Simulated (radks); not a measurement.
Results of a calculation; reference values are marked as such.
Problem. The mean radii <r> (bohr) of the occupied orbitals of an atom or ion are listed with their occupations. Level of theory: non-relativistic Kohn-Sham, LDA (Slater exchange, Perdew-Wang correlation), spin-unpolarised, spherical densities, point nucleus (a radial shooting solver on a logarithmic mesh with Libxc functionals).

orbital  occ.      <r>
1s          2  0.02715
2s          2   0.1163
2p          6  0.09886
3s          2   0.3027
3p          6   0.2919
3d         10   0.2612
4s          2   0.6259
4p          2   0.6302

Name the element and its charge.

Solution. Z = 56, barium, charge +24: Ba24+ in [Ar] 3d10 4s2 4p2. The 1s radius gives Z: for a bare nucleus <r> = 1.5/Z, 0.02679 bohr for Z = 56, and screening makes it slightly larger (0.02715 here). The occupations add up to 32, and the charge is Z minus that.
